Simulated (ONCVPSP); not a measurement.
# What one change does to a pseudopotential (indium, ONCV)

ONCVPSP 4.0.1 input, shortened (lines: element, Z, core and valence counts, functional; n l f; lmax; l rc ep ncon nbas qcut; lloc lpopt rc5 dvloc0; l nproj debl; icmod fcfact rcfact), PBEsol, scalar-relativistic:

```
  In 49.00    7    4  -116133      upf
    1    0    2.00
    2    0    2.00
    2    1    6.00
    3    0    2.00
    3    1    6.00
    3    2   10.00
    4    0    2.00
    4    1    6.00
    4    2   10.00
    5    0    2.00
    5    1    0.50
    2
    0    2.35    0.00    4    8    3.10
    1    1.25    0.00    4    8    8.90
    2    1.55    0.00    4    9   11.70
    4    4    1.15    4.00
    0    3    3.50
    1    2    2.20
    2    2    3.10
    0    0.00    0.00
```

Change: s: qcut 2.8; p: qcut 8.1; d: qcut 10.7.

Cutoffs: the cutoffs (Ha) at which the residual kinetic energy of the hardest occupied pseudo-wave falls to 1 and 0.1 mHa per electron; they do not see the model core or the augmentation charge, which bear on the density cutoff. Errors are all-electron minus pseudo energies relative to the spin-unpolarised reference configuration.

Predict the effect on cutoff, ghosts and configuration errors.

The potential gets neither clearly harder nor softer (40 Ha and 47 Ha → 37 Ha and 73 Ha); the d channel sets the loose cutoff, while the largest relative change is in s, which becomes harder; the errors of the 4 common tests hardly move; neither file shows a bound ghost.

| quantity | base | changed |
| --- | --- | --- |
| cutoff, loose | 40 Ha | 37 Ha |
| cutoff, tight | 47 Ha | 73 Ha |
| loose cutoff by channel | s 5.3 Ha, p 28 Ha, d 40 Ha | s 8.3 Ha, p 21 Ha, d 37 Ha |
| bound ghosts | none | none |
| GHOST(+) flags under 300 eV | s at 160.9 eV | s at 168.6 eV |
| error for 4p6 4d10 5s2 5p1, meV [ΔE -1.94 eV] | +0.3 | +0.3 |
| error for 4p6 4d10 5s2 5p0, meV [ΔE 3.42 eV] | -0.7 | -0.7 |
| error for 4p6 4d10 5s1 5p0, meV [ΔE 22.70 eV] | -11 | -11 |
| error for 4p5 4d10 5s2 5p1, meV [ΔE 83.57 eV] | -127 | -123 |
| s: phases at 2.39 bohr within 0.05 rad from the reference energy up to (Ha; the scan ends near 5) | to the end of the scan | to the end of the scan |
| p: phases at 1.27 bohr within 0.05 rad from the reference energy up to (Ha; the scan ends near 5) | to the end of the scan | to the end of the scan |
| d: phases at 1.57 bohr within 0.05 rad from the reference energy up to (Ha; the scan ends near 5) | to the end of the scan | to the end of the scan |
